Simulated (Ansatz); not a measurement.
```yaml
crystal:
  periodic: [false, false, false]
  atoms:
    - {symbol: C, position_ang: [-1.424577, 0.445030, 0.410520]}
    - {symbol: C, position_ang: [-0.123058, -0.306708, 0.264159]}
    - {symbol: O, position_ang: [-0.026503, -1.453932, 1.087599]}
    - {symbol: Si, position_ang: [0.524199, -0.617295, -1.513466]}
    - {symbol: Si, position_ang: [1.492842, 0.727979, 0.020535]}
    - {symbol: H, position_ang: [-1.481287, 1.287932, -0.284605]}
    - {symbol: H, position_ang: [-2.274629, -0.214896, 0.211633]}
    - {symbol: H, position_ang: [-1.534802, 0.851786, 1.422724]}
    - {symbol: H, position_ang: [0.075525, -1.162215, 1.999565]}
    - {symbol: H, position_ang: [1.074888, -1.964742, -1.784051]}
    - {symbol: H, position_ang: [-0.316517, -0.078267, -2.610764]}
    - {symbol: H, position_ang: [2.667159, 0.242998, 0.785291]}
    - {symbol: H, position_ang: [1.367257, 2.207528, 0.005656]}
basis:
  gaussian: {orbitals: x2c-TZVPPall, final_grid: {core_spheres: 5, valence_spheres: 4, degree: 11}}
total_charge: 1
magnetization: {spin_polarized: true, initial_magnetization: 1}
hamiltonian: {xc: {name: CCSD(T)}}
output: {forces: true}
```

```sh
$ ansatz run in.yaml --threads 4 --pin off --events-out ev --progress --plain --max-ram 10444MiB
```

(1) How does Ansatz answer? (Estimate.)

Answers

(1) The calculation gave: The program refused the input.
```
Error: YAML parse error: error: line 21 column 19: hamiltonian.xc: no functional is named "CCSD(T)"; the names, which are not case-sensitive, are SVWN5, SPW92, PBE, PBE0, PBEsol, revPBE, revPBE0, RPBE, rPW86-PBE, HSE06, wPBEh, LC-wPBE, HISS, HF, BLYP, B3LYP, B3LYP5, BHLYP, CAM-B3LYP, r2SCAN, r2SCANh, r2SCAN0, r2SCAN50, m-r2SCAN, B97, wB97, wB97X, wB97X-V, B97M-V, wB97M-V, B2PLYP, B2GP-PLYP, PBE0-DH, PBE-QIDH
19 | total_charge: 1
20 | magnetization: {spin_polarized: true, initial_magnetization: 1}
21 | hamiltonian: {xc: {name: CCSD(T)}}
22 | output: {forces: true}
```

HSE06 is defined as in plane-wave codes.
